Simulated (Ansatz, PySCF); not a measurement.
Gas-phase reaction in SMILES: [SiH3][SiH2][SiH2][SiH2][SiH3] [bis(disilanyl)silane] + 3 [SiH4] (SiH4) → 4 [SiH3][SiH3]
Each molecule is optimised on its own at B3LYP-D3(BJ)/def2-TZVP (Ansatz, a first-principles code), one conformer each, not searched for the lowest. Frequencies are from Ansatz or PySCF.

Property: bond separation energy (0 K, with B3LYP-D3(BJ) harmonic zero-point energies), in kcal/mol. Valence correlation only, unless marked. No spin-orbit coupling. Non-relativistic. Basis-set limits of correlation are two-point, X^-3; Hartree-Fock from the larger set. [CCSD(T)-MP2]/basis is that difference in the basis named.

| level | program | bond separation energy (kcal/mol) |
|---|---|---|
| PBE/def2-TZVPD | Ansatz | 3.6 |
| r2SCAN/def2-TZVPD | Ansatz | 4.7 |
| r2SCAN-D3(BJ)/def2-TZVPD | Ansatz + dftd3 | 5.6 |
| B3LYP-D3(BJ)/def2-TZVPD | Ansatz + dftd3 | 6.1 |
| PBE0-D3(BJ)/def2-TZVP | Ansatz + dftd3 | (withheld) |
| PBE0/def2-TZVPD | Ansatz | 3.7 |
| BHLYP/def2-TZVPD | Ansatz | 2.9 |
| r2SCANh/def2-TZVPD | Ansatz | 4.7 |
| LC-wPBE/def2-TZVPD | Ansatz | (withheld) |
| B2GP-PLYP-D4/def2-TZVPD | Ansatz + dftd4 | 6.2 |
| SCS-MP2/6-31G | Ansatz | 5.5 |
| SCS-MP2/6-31G* | Ansatz | 6.1 |
| CCSD/cc-pV(T+d)Z | Ansatz | (withheld) |
| CCSD(T) with core electrons (1s frozen past Ne)/cc-pwCVTZ | Ansatz | 6.2 |
| RI-MP2/CBS(cc-pV(T+d)Z,cc-pV(Q+d)Z)+[CCSD(T)-MP2]/cc-pV(T+d)Z | Ansatz | 6.0 |

Problem. Some entries are withheld; supply them.

Solution. 
- PBE0-D3(BJ)/def2-TZVP, bond separation energy (kcal/mol): 5.8
- LC-wPBE/def2-TZVPD, bond separation energy (kcal/mol): 3.4
- CCSD/cc-pV(T+d)Z, bond separation energy (kcal/mol): 5.1
